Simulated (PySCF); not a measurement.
Frontier orbitals and the lowest excitations

Compound: TaS(OSiH3)3 (singlet state).
Z-matrix (Å and degrees, PBE0-D3(BJ)/def2-SVP geometry), rows numbered from 1:
```
Ta
S   1  2.1758
O   1  1.8918  2  108.19
Si  3  1.6768  1  156.60  2     1.70
H   4  1.4901  3  109.37  1    -8.46
H   4  1.4906  3  108.36  1  -128.77
H   4  1.4906  3  108.52  1   111.97
O   1  1.8919  2  108.50  3  -120.04
Si  8  1.6759  1  158.87  2     2.86
H   9  1.4901  8  109.41  1    -7.92
H   9  1.4906  8  108.40  1  -128.30
H   9  1.4908  8  108.47  1   112.47
O   1  1.8906  2  108.30  3   119.83
Si 13  1.6762  1  158.29  2    -0.99
H  14  1.4900 13  109.39  1     0.16
H  14  1.4905 13  108.42  1  -120.25
H  14  1.4906 13  108.42  1   120.52
```

The calculation used TDDFT CAM-B3LYP/def2-SVPD, vertical, gas phase, core orbitals frozen in the response, def2 core potentials past Kr in PySCF. Spin–orbit coupling is left out.

Frontier orbitals with the atoms that hold most of them (Löwdin shares over 4%, at most four atoms):

```tsv
orbital	ε (eV)	atoms
LUMO+2	0.10	Ta1 27%, S2 9%, Si9 9%, Si14 9%
LUMO+1	-0.05	Ta1 57%, S2 17%, O13 6%, O8 6%
LUMO	-0.05	Ta1 57%, S2 18%, O3 6%, O13 6%
HOMO	-8.57	S2 70%, Ta1 19%, O8 5%, O13 4%
HOMO-1	-8.57	S2 70%, Ta1 19%, O3 6%
HOMO-2	-9.66	S2 69%, Ta1 19%
HOMO-3	-10.54	O8 14%, O3 14%, O13 13%, Si9 8%
```

Within 0.005 eV of a neighbour in this list lie HOMO-1/HOMO and LUMO/LUMO+1.

Problem. The HOMO–LUMO gap is 8.52 eV. Where does the response calculation put the lowest singlet, and from which orbitals?

Solution. S1 is at 4.48 eV (f = 0.0000), 4.04 eV below the gap, made of HOMO-1/HOMO→LUMO/LUMO+1 (≥96%). Without the coupling terms of the response equations the lowest excitation would equal the gap.

For S1 the Löwdin share of tantalum is 19% in HOMO and 57% in LUMO.

Next come S2 at 4.70 eV (f 0.0048), HOMO-1/HOMO→LUMO/LUMO+1 (≥78%); S3 at 4.70 eV (f 0.0048), HOMO-1/HOMO→LUMO/LUMO+1 (≥78%); S4 at 5.38 eV (f 0.044), HOMO-1/HOMO→LUMO/LUMO+1 (≥70%), HOMO-1/HOMO→LUMO+3 (≥8%); S5 at 5.65 eV (f 0.0050), HOMO-2→LUMO/LUMO+1 (≥79%).

Orbitals of the list HOMO-3 to LUMO+2 that lie within 0.01 eV of each other are written together with a slash and their weights summed (≥ marks a lower bound); for degenerate orbitals outside that list single weights are arbitrary.

Löwdin shares depend on the basis, the more so with diffuse functions.
